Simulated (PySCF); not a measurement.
# How methods differ on the ionisation energy of Te

Te [Kr] 4d10 5s2 5p4 (3P) → Te⁺ [Kr] 4d10 5s2 5p3 (4S), as a difference of total energies. All numbers are calculated (PySCF 2.14, scalar relativity through the core potential, in aug-cc-pwCVDZ-PP with ECP28MDF (6s5p4d1f, 48 functions)). Correlated levels: valence and next inner shell: nothing frozen outside the core potential. The calculations carry no spin-orbit coupling.

```
                                method  ionisation energy (eV)
                                   UHF                   7.703
    MP2 (valence and next inner shell)                   8.175
SCS-MP2 (valence and next inner shell)                   8.170
   CCSD (valence and next inner shell)                   8.208
CCSD(T) (valence and next inner shell)                   8.236
```

Problem. How much does correlation contribute at CCSD(T) (valence and next inner shell)?

Solution. 8.236 − (7.703) = 0.533 eV, measured against UHF.

Errors of the correlated levels include the incompleteness of this basis.

For comparison: 8.749 eV (measured; NIST levels, between the centres of gravity of the two terms).
